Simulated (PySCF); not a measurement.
# From a computed spectrum to the compound

A species of 3 atoms with charge 0 has these harmonic modes (PBE0, small Gaussian bases with core potentials, PySCF 2.14.0):

```json
{"cm⁻¹": "180", "km/mol": "23.3", "symmetry": "a'"}
{"cm⁻¹": "554", "km/mol": "119.2", "symmetry": "a'"}
{"cm⁻¹": "830", "km/mol": "170.6", "symmetry": "a'"}
```

Task: Which species is it, and in which structure?

Result: TbOF (singlet in the valence; each metal's 4f electrons, 8 of them, lie in its core potential, out of spins and levels):
```xyz
3

Tb    0.0425    0.0000   -0.1973
O     1.5452    0.0000    0.8515
F    -1.6568    0.0000    0.9334
```
Ideal gas at 298.15 K and 1 bar: S = 305.4 J/(mol K), Cp = 48.3 J/(mol K), H − H(0 K) = 12.2 kJ/mol (rigid rotor, harmonic modes, spin degeneracy alone, that of the 4f electrons in the core included). An lcecp potential fixes the number of 4f electrons, so in runs with it no electron can move into or out of that shell.
 The answer isn't unique; the calculation gave this one.
